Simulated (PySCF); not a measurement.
Spectrum to structure. The calculation used TDDFT PBE0/def2-SVPD, vertical, gas phase, core orbitals frozen in the response (PySCF). Geometries: GFN2-xTB, one conformer each.

```
state  E (eV)  λ (nm)       f
   S1    4.21   294.7  0.0021
   S2    4.32   287.1   0.162
   S3    4.42   280.6   0.022
   S4    4.52   274.5  0.0002
   S5    5.08   244.2  0.0000
   S6    5.22   237.5   0.276
   S7    5.23   237.2   0.010
   S8    5.29   234.5  0.0018
```

Problem. Which structure fits?
A. `CC(C)CC(C)C`
B. `CCPc1ccsc1`
C. `Cc1cpcc(C)p1`

Solution. C. Its S1, at 4.21 eV, is the lowest among the candidates; the nearest of the others has S1 at 5.04 eV. S1 is HOMO-1→LUMO (51%), HOMO→LUMO+1 (48%). Löwdin shares by element: HOMO phosphorus 50%, carbon 24% or more (atoms not listed hold the other 26%); LUMO phosphorus 57%, carbon 20% or more (atoms not listed hold the other 23%). At the same level the other candidates give, for their lowest levels:
- `CCPc1ccsc1`: 5.04 eV (f 0.081); 5.78 eV (f 0.009); 5.82 eV (f 0.014); 5.93 eV (f 0.061); 6.11 eV (f 0.179); T1 3.72 eV; HOMO -6.46, LUMO -0.59 eV
- `CC(C)CC(C)C`: 8.20 eV (f 0.041); 8.40 eV (f 0.034); 8.56 eV (f 0.028); 8.78 eV (f 0.001); 8.88 eV (f 0.001); T1 8.07 eV; HOMO -8.54, LUMO 0.73 eV
Triplets come from the Tamm–Dancoff approximation.
